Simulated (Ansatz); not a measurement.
Steps of a relaxation of C2H10OSi2 (`CO[SiH2]C[SiH3]`) with RKS PBE-D4/def2-SVP.

```sh
$ ansatz run in.yaml --threads 2 --pin off --events-out ev --progress --plain --max-ram 22528MiB --backend cpu
```

```yaml
crystal:
  periodic: [false, false, false]
  atoms:
    - {symbol: C, position_ang: [-1.968900, 0.908700, 1.940700]}
    - {symbol: O, position_ang: [-1.158600, -0.069300, 1.449100]}
    - {symbol: Si, position_ang: [-0.252200, 0.257000, 0.093900]}
    - {symbol: C, position_ang: [0.907800, -1.171600, -0.369900]}
    - {symbol: Si, position_ang: [1.790700, -0.664100, -1.867600]}
    - {symbol: H, position_ang: [-2.766300, 1.242600, 1.175300]}
    - {symbol: H, position_ang: [-2.519700, 0.569600, 2.809700]}
    - {symbol: H, position_ang: [-1.412900, 1.856300, 2.233100]}
    - {symbol: H, position_ang: [0.615500, 1.460300, 0.465200]}
    - {symbol: H, position_ang: [-1.138600, 0.628300, -0.970500]}
    - {symbol: H, position_ang: [0.207100, -2.058400, -0.568300]}
    - {symbol: H, position_ang: [1.524800, -1.450600, 0.469300]}
    - {symbol: H, position_ang: [0.846200, -0.292000, -3.002800]}
    - {symbol: H, position_ang: [2.639900, -1.758000, -2.275800]}
    - {symbol: H, position_ang: [2.663500, 0.490400, -1.552100]}
basis:
  gaussian: {orbitals: def2-SVP}
hamiltonian: {xc: pbe, dispersion: d4}
relax: {f_tol: 0.03, max_steps: 200}
```

Positions (Å) and forces (eV/Å) along the path, 5 of 5 steps:

```xyz
15
step=1 energy=-20018.0265 eV
C    -1.969    0.909    1.941   -1.181    2.224   -0.661
O    -1.159   -0.069    1.449    0.626   -1.507   -0.019
Si   -0.252    0.257    0.094    1.759    0.065    1.052
C     0.908   -1.172   -0.370   -3.052   -0.495    0.345
Si    1.791   -0.664   -1.868    0.205    0.541   -1.061
H    -2.766    1.243    1.175    0.585   -0.200    0.600
H    -2.520    0.570    2.810   -0.374   -0.379    0.800
H    -1.413    1.856    2.233   -0.199   -0.435   -0.084
H     0.616    1.460    0.465   -0.136   -0.128   -0.230
H    -1.139    0.628   -0.971   -0.807    0.260   -1.176
H     0.207   -2.058   -0.568    0.721    0.663    0.024
H     1.525   -1.451    0.469    0.748   -0.119    0.741
H     0.846   -0.292   -3.003    0.146   -0.064    0.257
H     2.640   -1.758   -2.276    0.744   -0.845   -0.581
H     2.663    0.490   -1.552    0.215    0.418   -0.006
15
step=2 energy=-20018.3720 eV
C    -2.020    0.904    1.994   -0.709    1.083   -0.005
O    -1.171   -0.055    1.460    0.367   -0.627   -0.040
Si   -0.246    0.334    0.118    0.597   -0.032   -0.116
C     0.853   -1.119   -0.391   -0.892   -0.233    0.370
Si    1.879   -0.745   -1.900   -0.064    0.476   -0.421
H    -2.818    1.244    1.267    0.279   -0.181    0.219
H    -2.547    0.509    2.880   -0.024   -0.171    0.159
H    -1.481    1.839    2.316   -0.055   -0.223   -0.028
H     0.601    1.553    0.436   -0.056   -0.120   -0.025
H    -1.149    0.667   -1.009   -0.283    0.153   -0.354
H     0.185   -1.998   -0.598    0.195    0.269    0.036
H     1.473   -1.394    0.475    0.298   -0.097    0.231
H     0.943   -0.372   -3.023    0.057   -0.049   -0.026
H     2.733   -1.872   -2.356    0.167   -0.279   -0.014
H     2.743    0.454   -1.639    0.124    0.032    0.012
15
step=3 energy=-20018.4395 eV
C    -2.039    0.891    2.025    0.024   -0.009   -0.018
O    -1.145   -0.037    1.434   -0.123    0.159    0.050
Si   -0.246    0.392    0.074   -0.021   -0.095    0.083
C     0.818   -1.083   -0.385    0.023    0.019   -0.025
Si    1.883   -0.752   -1.917    0.051   -0.072   -0.011
H    -2.849    1.210    1.325    0.023   -0.039    0.000
H    -2.522    0.418    2.905    0.019   -0.029   -0.004
H    -1.522    1.816    2.378    0.009   -0.036    0.003
H     0.615    1.594    0.388   -0.003   -0.005   -0.024
H    -1.171    0.751   -1.065    0.016    0.010    0.002
H     0.164   -1.961   -0.575   -0.015    0.037   -0.021
H     1.471   -1.347    0.476    0.001    0.046   -0.032
H     1.003   -0.402   -3.087    0.011   -0.017   -0.013
H     2.715   -1.956   -2.283   -0.031    0.050    0.017
H     2.803    0.414   -1.664    0.016   -0.019   -0.007
15
step=4 energy=-20018.4447 eV
C    -2.057    0.888    2.053    0.035    0.013   -0.053
O    -1.151    0.001    1.428    0.047   -0.056   -0.023
Si   -0.248    0.409    0.067   -0.073    0.153    0.007
C     0.814   -1.060   -0.404   -0.029   -0.008    0.032
Si    1.900   -0.770   -1.926    0.013    0.031   -0.038
H    -2.880    1.204    1.368    0.002   -0.024    0.026
H    -2.511    0.369    2.923   -0.017    0.034    0.000
H    -1.555    1.813    2.425   -0.010   -0.028    0.016
H     0.621    1.610    0.363   -0.004   -0.017    0.006
H    -1.168    0.776   -1.075    0.002   -0.012    0.009
H     0.149   -1.929   -0.594    0.003   -0.031   -0.002
H     1.461   -1.321    0.460    0.019   -0.022    0.013
H     1.044   -0.445   -3.122    0.010   -0.012   -0.002
H     2.725   -1.987   -2.246   -0.004   -0.011    0.010
H     2.832    0.389   -1.690    0.006   -0.012   -0.001
15
step=5 energy=-20018.4470 eV
C    -2.054    0.879    2.054    0.001   -0.001   -0.001
O    -1.146   -0.002    1.426    0.000   -0.004    0.004
Si   -0.253    0.427    0.065    0.005   -0.012   -0.002
C     0.809   -1.046   -0.407   -0.007    0.028   -0.006
Si    1.903   -0.773   -1.929    0.002   -0.014    0.004
H    -2.881    1.193    1.374    0.005   -0.005    0.004
H    -2.508    0.360    2.924    0.000    0.005   -0.003
H    -1.556    1.804    2.431   -0.001   -0.009   -0.002
H     0.614    1.626    0.367    0.006    0.010    0.007
H    -1.178    0.793   -1.072   -0.011    0.003   -0.006
H     0.147   -1.918   -0.597   -0.001    0.002    0.009
H     1.459   -1.308    0.456   -0.009   -0.001    0.003
H     1.058   -0.458   -3.135    0.001    0.001   -0.005
H     2.716   -2.004   -2.227    0.004   -0.005   -0.003
H     2.847    0.377   -1.700    0.004    0.002   -0.002
```

Run time 12 s (2 threads of an AMD EPYC 7R13 on a shared host); peak host memory 0.22 GiB.
